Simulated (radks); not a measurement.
Task: All-electron atom: Bi+ in [Hg] 6p2. All-electron calculation, Dirac Kohn-Sham, PBE, spin-unpolarised, spherical densities, point nucleus; open shells fill j = l - 1/2 first. Program: a radial shooting solver on a logarithmic mesh with Libxc functionals. Some entries of the table are withheld. Estimate them.

orbital  occ.  eigenvalue (Ry)  r(max) (bohr)  <r^2> (bohr^2)
1s1/2       2        -6653.797       0.009650       0.0003459
2s1/2       2        -1194.816        0.05639        0.005185
2p1/2       2        -1147.789        0.04119        0.003643
2p3/2       4        -977.2577        0.04902        0.004823
3s1/2       2        -288.7620         0.1587         0.03358
3p1/2       2        -267.5563         0.1478         0.03049
3p3/2       4        -229.3726         0.1636         0.03680
3d3/2       4        -194.7143         0.1269             (1)
3d5/2       6        -186.6218         0.1312             (2)
4s1/2       2        -66.67342         0.3563          0.1605
4p1/2       2        -57.45866         0.3537          0.1625
4p3/2       4        -48.04904         0.3855          0.1933
4d3/2       4        -33.08813         0.3763          0.2000
4d5/2       6        -31.33242         0.3859          0.2105
5s1/2       2        -12.07817         0.7716          0.7750
4f5/2       6        -11.91971         0.3399             (3)
4f7/2       8        -11.51622         0.3444             (4)
5p1/2       2         -8.88704         0.8072          0.8838
5p3/2       4         -7.07582         0.8833           1.072
5d3/2       4         -2.63679          1.017           1.694
5d5/2       6         -2.41656          1.047           1.821
6s1/2       2         -1.56767          1.864           5.153
6p1/2       2         -0.92182          2.189           7.711
6p3/2       0         -0.75780          2.466           9.821

Result: 
(1) 3d3/2 <r^2> (bohr^2): 0.02802
(2) 3d5/2 <r^2> (bohr^2): 0.02973
(3) 4f5/2 <r^2> (bohr^2): 0.2291
(4) 4f7/2 <r^2> (bohr^2): 0.2356
